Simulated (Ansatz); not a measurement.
Program: Ansatz. Geometries: PBE0-D4/def2-TZVP. ΔE: electronic, gas phase. CCSD(T)/CBS is the MP2 limit (def2-TZVPP, def2-QZVPP) plus CCSD(T) − MP2 in def2-TZVPP, frozen cores. This one scheme is used for every species. DFT in def2-TZVPP. def2 core potentials past Kr. For Sn outer-core shells are correlated without core-valence functions, which leaves a few kJ/mol of doubt a bond. One conformer a species, not always the lowest.

`C[SiH2]C` + `[SH][SnH3]` → `C[SiH2][SnH2][SH]` + CH₄  (formal exchange of groups at the Si–C bond)

`C[SiH2]C`:

```xyz
11

C     0.033   -1.317    0.874
Si    0.668    0.266    0.103
C    -0.636    1.077   -0.967
H     0.799   -1.785    1.497
H    -0.259   -2.036    0.104
H    -0.840   -1.122    1.502
H     1.874   -0.031   -0.721
H     1.086    1.210    1.179
H    -0.943    0.412   -1.778
H    -0.258    2.000   -1.413
H    -1.524    1.325   -0.380
```

`[SH][SnH3]`:

```xyz
6

S    -0.906   -0.690   -1.473
Sn    0.317    0.423    0.274
H    -1.169   -1.774   -0.726
H     1.651   -0.535    0.732
H    -0.710    0.681    1.611
H     0.816    1.895   -0.418
```

`C[SiH2][SnH2][SH]`:

Cartesian coordinates in Å:
```
C -0.348 1.152 1.500
Si 0.439 -0.469 0.992
Sn 0.714 -0.519 -1.557
S -1.467 -0.005 -2.480
H -1.282 1.305 0.955
H -0.564 1.159 2.571
H 0.316 1.991 1.278
H -0.431 -1.621 1.358
H 1.760 -0.666 1.651
H 1.695 0.730 -2.186
H 1.236 -2.013 -2.207
H -2.068 -1.043 -1.874
```

CH₄:

Z-matrix (Å, degrees):
```
C
H 1 1.090
H 1 1.090 2 109.5
H 1 1.090 2 109.5 3 -120.0
H 1 1.090 2 109.5 3 120.0
```

Problem. Is it downhill or uphill in electronic energy at CCSD(T)/CBS, and by how much? (Estimate.)

Solution. Computed: Downhill: ΔE = -42.2 kJ/mol.

Problem. What do these levels give: PBE-D4, ωB97X-V, ωB97M-V, B2PLYP, PBE, SCS-MP2/def2-QZVPP? (An estimate is asked.)

Solution. Computed: PBE-D4 -47.4, ωB97X-V -34.6, ωB97M-V -33.8, B2PLYP -36.5, PBE -43.5, SCS-MP2/def2-QZVPP -38.0 kJ/mol.

Largest T1 diagnostic among the species: 0.012.

In def2-TZVPP, CCSD(T) changes the Hartree–Fock value by −10.9 kJ/mol (the triples alone add −2.1 kJ/mol) and MP2 by −14.0 kJ/mol. The D4 term adds −6.2 kJ/mol with B3LYP and −3.9 kJ/mol with PBE0; it sums over pairs of atoms, weighted by their polarisabilities, and B3LYP, whose exchange is more repulsive, gets the larger term.

B3LYP here is the variant with VWN-RPA as its local correlation; programs differ in this.
